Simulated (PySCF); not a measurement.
Computed shifts of a molecule C3H12OSi2, PBE/pcSseg-1 (PySCF), GIAO, gas phase, atoms alike by connectivity averaged where their shifts nearly agree, in ppm (number of nuclei): ¹³C: 7.5 (1), 2.1 (1), 0.1 (1). ²⁹Si: -10.6 (1), -18.8 (1). ¹H: 5.57 (1), 5.22 (1), 4.69 (1), 0.63 (1), 0.49 (1), 0.45 (3), 0.32 (3), 0.32 (1). References: ¹³C against TMS (σ = 182.0 ppm); ²⁹Si against TMS (σ = 335.4 ppm); ¹⁷O against H2O (σ = 334.3 ppm); ¹H against TMS (σ = 31.49 ppm), references at their B3LYP-D3(BJ)/def2-TZVP geometries, non-relativistic. The structure is a stationary point at B3LYP-D3(BJ)/def2-SVP. The values are those of a single conformer.

### Question
Which molecule gave these data?
A) C[C@H](C[SiH3])O[SiH3]
B) C[SiH](C)[Si@H](C)O
C) CC[Si@H](C)[SiH2]O
D) C[SiH](C)C[SiH2]O

### Answer
D, C[SiH](C)C[SiH2]O
